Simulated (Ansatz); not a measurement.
```yaml
crystal:
  periodic: [false, false, false]
  atoms:
    - {symbol: N, position_ang: [-0.393010, 0.535022, -1.267667]}
    - {symbol: Si, position_ang: [0.340143, -0.084498, 0.130100]}
    - {symbol: O, position_ang: [0.626685, -1.700255, 0.026324]}
    - {symbol: S, position_ang: [-0.967405, 0.144035, 1.805214]}
    - {symbol: H, position_ang: [0.158277, 0.759381, -2.080155]}
    - {symbol: H, position_ang: [-1.339440, 0.288762, -1.507868]}
    - {symbol: H, position_ang: [1.608409, 0.661215, 0.319458]}
    - {symbol: H, position_ang: [0.997220, -2.136602, 0.795562]}
    - {symbol: H, position_ang: [-0.942379, 1.486640, 1.761832]}
basis:
  gaussian: {orbitals: ANO-RCC-VTZP}
magnetization: {spin_polarized: true, initial_magnetization: 2}
hamiltonian: {xc: {name: wB97X}}
output: {forces: true}
```

```sh
$ ansatz run in.yaml --threads 2 --pin off --events-out ev --progress --plain --max-ram 4352MiB
```

Output, abridged:

```
Functional definition: wB97X
1436 factors; their error is unknown
375 factors; integrals over basis functions are off by at most 1.2e-5 eV
mean field evaluation 1: about -22366.7943 eV, gradient 5.3e1 eV
mean field evaluation 2: about -22347.6670 eV, gradient 8.1e1 eV
mean field evaluation 4: about -22378.1286 eV, gradient 4.9e0 eV
mean field evaluation 8: about -22378.7954 eV, gradient 5.3e-1 eV
mean field evaluation 16: about -22378.9143 eV, gradient 3.7e-2 eV
mean field evaluation 32: about -22378.9146 eV, gradient 1.1e-4 eV
mean field -22378.91455677 eV, -822.4099409882 hartree, gradient 4.2e-5 eV, S^2 2.006140; 4 other end points of the search recorded, 0 dependent functions left out
reference -22378.91454644 eV, -822.4099406086 hartree; 26, 24 occupied and 172, 174 virtual orbitals, 1436 factors
Total energy: -22378.91454644 eV, -822.4099406086 hartree
Relativity: scalar
Atom 0 at    -0.393010     0.535022    -1.267667 Å, force    -0.314220    -0.171257     0.151231 eV/Å
Atom 1 at     0.340143    -0.084498     0.130100 Å, force     0.782682    -0.317706    -0.991068 eV/Å
Atom 2 at     0.626685    -1.700255     0.026324 Å, force     0.174648     0.154561    -0.021197 eV/Å
Atom 3 at    -0.967405     0.144035     1.805214 Å, force    -0.595256    -4.889814     0.798774 eV/Å
Atom 4 at     0.158277     0.759381    -2.080155 Å, force    -0.055030     0.049700     0.128318 eV/Å
Atom 5 at    -1.339440     0.288762    -1.507868 Å, force     0.078626     0.042830    -0.091601 eV/Å
Atom 6 at     1.608409     0.661215     0.319458 Å, force    -0.141703     0.005256     0.285300 eV/Å
Atom 7 at     0.997220    -2.136602     0.795562 Å, force    -0.119449    -0.055126    -0.022724 eV/Å
Atom 8 at    -0.942379     1.486640     1.761832 Å, force     0.189703     5.181556    -0.237032 eV/Å
Dipole moment:     0.136784    -0.302319    -0.282713 e Å
```

Run time 97 s (2 threads of an Arm Neoverse V1 on a shared host); peak host memory 1.3 GiB.
